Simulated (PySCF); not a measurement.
Compound: C₄H₄BF₃O₃.
SMILES: `FC(F)(F)OC1=[O+][BH2-]OC=C1`

The calculation used PySCF 2.14.0, density-fitted response routines, TDDFT PBE0/def2-SVPD, vertical, gas phase, core orbitals frozen in the response. One conformer (not necessarily the lowest) at the PBE0-D3(BJ)/def2-SVP geometry, without solvent, vibrations or thermal averaging. Torsions of this conformer, `[F:1][C:2]([F:3])([F:4])[O:5][C:6]1=[O+:7][BH2-:8][O:9][CH:10]=[CH:11]1`: F1–C2–O5–C6 63°, C2–O5–C6–O7 -3°.

For one non-degenerate pair of states in vacuum, A = 0.6670 f ν̃² s⁻¹ with ν̃ in cm⁻¹, τ = 1/A, |μ|² = 3f / (2ΔE) in atomic units, and the integrated cross-section is ∫σ dE = 109.76 f Mb·eV.

Only emission to the ground state at the vertical energy is counted.

Energies and rates of the computed singlets with f of 0.002 or more:

```
state  E (eV)   A (s⁻¹)
   S1    3.73  2.32×10⁷
   S3    6.08  4.33×10⁸
   S4    6.48  6.22×10⁷
   S6    7.14  9.06×10⁶
   S8    7.49  1.34×10⁸
   S9    7.51  2.75×10⁸
```

Go back from the rates to the oscillator strengths and transition dipoles.

f = A / (0.6670 ν̃²), and |μ| follows from f:

```csv
state,f,|μ| (D),τ,"main configurations (H = HOMO, L = LUMO)"
S1,0.038,1.65,43 ns,H→L (98%)
S3,0.270,3.42,2.3 ns,H-1→L (96%)
S4,0.034,1.18,16 ns,H→L+1 (97%)
S6,0.0041,0.39,110 ns,H→L+2 (90%)
S8,0.055,1.39,7.5 ns,"H→L+4 (58%), H→L+3 (31%)"
S9,0.112,1.99,3.6 ns,"H→L+3 (60%), H→L+4 (30%)"
```

By what factor does the largest A in the list exceed the smallest?

S3 has 48 times the rate of S6.

Suppose S1 emitted 0.3 eV lower with the same transition dipole. How would A change?

At fixed |μ|, A goes as the cube of the energy: (3.43/3.73)³ = 0.78, which makes τ about 55 ns.

What is the integrated cross-section of all computed states together?

Σf = 0.516 over S1 to S10, so 109.76 × Σf ≈ 56.6 Mb·eV.

Time: 1.7 min wall (grids of density and orbitals included); peak memory 1.1 GiB. Hardware: an Arm Neoverse V1 with one thread, no GPU, shared host.
